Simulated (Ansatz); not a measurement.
The same atomization along the group B, Al, Ga, In.

Isolated molecules relaxed with PBE0-D4/def2-TZVP in Ansatz; ΔE leaves out vibrations. CCSD(T)/CBS is the MP2 limit (def2-TZVPP, def2-QZVPP) plus CCSD(T) − MP2 in def2-TZVPP, frozen cores. This one scheme is used for every species, atoms too. Functionals use def2-TZVPP. Open shells (•) are unrestricted, without spin–orbit coupling. Spin–orbit coupling would lower the free atoms: a little for Al, B, Cl; clearly for Ga; strongly for In. def2 core potentials past Kr. Bonds to Ga, In are less sure, by a few kJ/mol each and by 10 to 20 or more in all where they break to atoms, as the def2 sets lack core-valence functions. Scalar relativity is left out up to krypton. Each species was taken in one conformer, which may not be the lowest.

```json
{"reaction": "`[NH3+][B-](Cl)(Cl)Cl` → 3 Cl• + B• + 3 H• + N•", "CCSD(T)/CBS(def2) (kcal/mol)": "?"}
{"reaction": "`[NH3+][Al-]([Cl])([Cl])[Cl]` → 3 Cl• + Al• + 3 H• + N•", "CCSD(T)/CBS(def2) (kcal/mol)": "650.0"}
{"reaction": "`[NH3+][Ga-]([Cl])([Cl])[Cl]` → 3 Cl• + Ga• + 3 H• + N•", "CCSD(T)/CBS(def2) (kcal/mol)": "597.3"}
{"reaction": "`[NH3+][In-]([Cl])([Cl])[Cl]` → 3 Cl• + In• + 3 H• + N•", "CCSD(T)/CBS(def2) (kcal/mol)": "571.2"}
```

Question: Fill in the missing values. (Estimate.)

Answer: Ansatz gave: `[NH3+][B-](Cl)(Cl)Cl` → 3 Cl• + B• + 3 H• + N•: +648.8 kcal/mol.

Largest T1 diagnostic: 0.018, for Al•.

For atomizations the MP2-based limit and the directly extrapolated one differ by several kJ/mol either way, and by 10 to 25 for some Ge, Se and Sn compounds, so smaller differences from it don't rank the levels.
